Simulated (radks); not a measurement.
Results of a calculation; reference values are marked as such.
Species: the europium ion Eu+. Configuration: [Xe] 4f7 6s1. Code: a radial shooting solver on a logarithmic mesh with Libxc functionals. Model: Dirac Kohn-Sham, LDA (Slater exchange, Perdew-Wang correlation), spin-unpolarised, spherical densities, point nucleus; open shells are shared between the two j in proportion to 2j + 1; speed of light set to 274.072 atomic units (2 times the physical value, a model run).

Spin-orbit splittings of the eigenvalues, e(l+1/2) - e(l-1/2), with zeta = 2 splitting/(2l+1) and mean radii in bohr:

| shell | occ. | splitting (eV) | zeta (eV) | <r> j=l-1/2 | <r> j=l+1/2 |
|---|---|---|---|---|---|
| 2p | 6 | 145.8 | 97.21 | 0.08515 | 0.08676 |
| 3p | 6 | 29.48 | 19.65 | 0.2515 | 0.2545 |
| 3d | 10 | 7.153 | 2.861 | 0.2261 | 0.2271 |
| 4p | 6 | 6.484 | 4.323 | 0.6070 | 0.6141 |
| 4d | 10 | 1.303 | 0.5212 | 0.6532 | 0.6558 |
| 4f | 7 | 0.1675 | 0.04786 | 0.9190 | 0.9229 |
| 5p | 6 | 0.8446 | 0.5631 | 1.643 | 1.667 |
